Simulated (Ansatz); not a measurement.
`[CH3][Ge]([F])([SiH3])[Cl]` and `[CH3][Ge]([NH2])([F])[Cl]` differ in one atom or group.

Ansatz, PBE0-D4/def2-TZVP geometries, multiplicity 1. Each molecule was computed in one conformer, which needn't be the lowest.

Scalar relativity is left out up to krypton.

```tsv
property	`[CH3][Ge]([F])([SiH3])[Cl]`
LUMO energy (B3LYP/def2-TZVPP) / eV	-0.60
size of the dipole moment (PBE/def2-TZVPP) / D	2.91
HOMO–LUMO gap (PBE0/def2-TZVPP) / eV	7.84
size of the dipole moment (B3LYP/def2-TZVPP) / D	3.06
HOMO–LUMO gap (B3LYP/def2-TZVPP) / eV	7.39
HOMO–LUMO gap (PBE/def2-TZVPP) / eV	5.73
```

Q: What does the change do to each property? (Estimate.)

A: Ansatz gave: 
```tsv
property	`[CH3][Ge]([NH2])([F])[Cl]`	shift
LUMO energy (B3LYP/def2-TZVPP) / eV	-0.26	0.34
size of the dipole moment (PBE/def2-TZVPP) / D	2.79	-0.12
HOMO–LUMO gap (PBE0/def2-TZVPP) / eV	8.21	0.37
size of the dipole moment (B3LYP/def2-TZVPP) / D	2.87	-0.19
HOMO–LUMO gap (B3LYP/def2-TZVPP) / eV	7.58	0.19
HOMO–LUMO gap (PBE/def2-TZVPP) / eV	5.76	0.03
```

With PBE0 the HOMO rises by 0.11 eV and the LUMO rises by 0.48 eV, so the gap widens by about 0.37 eV. PBE moves the HOMO by 0.37 eV and ωB97M-V by -0.18 eV. The zero-point energy changes by 3.0 kJ/mol with -3 modes. Dipoles are sizes alone; their direction can turn.

B3LYP here is the variant with VWN-RPA as its local correlation; programs differ in this.
